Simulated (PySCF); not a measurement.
# How methods differ on the ionisation energy of Xe²⁺

Xe²⁺ [Kr] 4d10 5s2 5p4 (3P) → Xe³⁺ [Kr] 4d10 5s2 5p3 (4S), as a difference of total energies. Computed with PySCF 2.14 in def2-SVP with the def2 core potential (28 electrons) (6s5p3d2f, 50 functions), with scalar relativity through the core potential. Correlated levels: valence: 4s2 4p6 4d10 frozen. The calculations carry no spin-orbit coupling.

```
           method  ionisation energy (eV)  difference from reference (eV)
              UHF                  29.383                          -1.667
             PBE0                  30.513                          -0.537
            B3LYP                  30.684                          -0.366
    MP2 (valence)                  29.990                          -1.060
SCS-MP2 (valence)                  30.053                          -0.997
   CCSD (valence)                  30.122                          -0.928
CCSD(T) (valence)                  30.141                          -0.909
```

Reference: 31.05 ± 0.04 eV (semi-empirical (NIST evaluation); NIST Atomic Spectra Database, ionization energies).

The reference lies between the lowest fine-structure levels, while these numbers refer to the centres of the terms.

Errors of the correlated levels include the incompleteness of this basis and the frozen core.
